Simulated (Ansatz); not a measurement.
GeEt3(NHMe) (C7H19GeN). The state is a singlet with charge 0. Geometry r2SCAN-D4/def2-SVP, basis def2-TZVP, Ansatz.

```
atom   x (Å)   y (Å)   z (Å)
 Ge1  -0.018   0.022   0.033
  C2  -0.455  -0.958  -1.610
  C3  -0.375  -2.475  -1.433
  H4   0.220  -0.615  -2.413
  H5  -1.471  -0.656  -1.923
  H6  -0.678  -3.015  -2.346
  H7   0.649  -2.799  -1.186
  H8  -1.025  -2.813  -0.610
  C9  -0.014   1.970  -0.281
 C10  -1.370   2.495  -0.753
 H11   0.777   2.211  -1.013
 H12   0.285   2.463   0.662
 H13  -1.376   3.591  -0.871
 H14  -1.656   2.062  -1.726
 H15  -2.169   2.237  -0.038
 C16   1.706  -0.557   0.772
 C17   2.868  -0.373  -0.204
 H18   1.600  -1.616   1.065
 H19   1.895   0.002   1.705
 H20   3.826  -0.712   0.225
 H21   2.711  -0.942  -1.136
 H22   2.998   0.684  -0.490
 N23  -1.332  -0.472   1.241
 C24  -1.341   0.083   2.581
 H25  -2.265  -0.488   0.832
 H26  -2.029  -0.478   3.239
 H27  -0.337  -0.011   3.029
 H28  -1.624   1.157   2.651
```

| run | HOMO (eV) | LUMO (eV) |
| --- | --- | --- |
| A | -5.06 | 0.62 |
| B | -7.54 | 1.58 |
| C | -6.33 | 1.20 |
| D | -6.15 | 0.80 |
| E | -4.81 | 0.00 |

Task: The runs used CAM-B3LYP, PBE, PBE0, r2SCAN, r2SCAN0. Estimate which is which.

Result: A r2SCAN (0 % exact exchange); B CAM-B3LYP (range-separated); C r2SCAN0 (25 % exact exchange); D PBE0 (25 % exact exchange); E PBE (0 % exact exchange). Exact exchange lowers occupied and raises empty levels; among semilocal functionals meta-GGAs tend to open the gap a little, and such runs are hard to tell apart. The gap grows from 4.81 eV (PBE) to 9.12 eV (CAM-B3LYP).
